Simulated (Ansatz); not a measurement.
Program: Ansatz. Geometries: PBE0-D4/def2-TZVP. ΔE: electronic, gas phase. CCSD(T)/CBS adds triple-zeta CCSD(T) − MP2 to the extrapolated MP2 energy (def2 sets, frozen cores). This one scheme is used for every species, atoms too. DFT in def2-TZVPP. Open shells (•) are unrestricted, without spin–orbit coupling. Spin–orbit coupling would lower the free atoms: a little for B, C, F, O. One conformer a species, not always the lowest.

`OB(F)C1=CO1` → B• + 2 C• + F• + 2 H• + 2 O•  (atomization)

```tsv
level	ΔE (kJ/mol)
r2SCAN	3620.2
r2SCAN0	3488.1
```

Question: What does CCSD(T)/CBS give? (An estimate is asked.)

Answer: Computed: +3565.3 kJ/mol. The listed levels differ from it by 54.9, -77.2 kJ/mol.

Largest T1 diagnostic among the species: 0.022, so the coupled-cluster value is less sure than usual.

In def2-TZVPP, CCSD(T) changes the Hartree–Fock value by +1043.1 kJ/mol (the triples alone add +96.0 kJ/mol) and MP2 by +1207.7 kJ/mol; breaking electron pairs costs correlation energy, which Hartree–Fock lacks. At CCSD(T), def2-SVP lies −178.7 kJ/mol from the extrapolated value and def2-TZVPP −106.4 kJ/mol: correlation converges slowly with the basis, and small sets miss more of it in the bonded molecule than in its fragments.

For atomizations the MP2-based limit and the directly extrapolated one differ by several kJ/mol either way, and by 10 to 25 for some Ge, Se and Sn compounds, so smaller differences from it don't rank the levels.
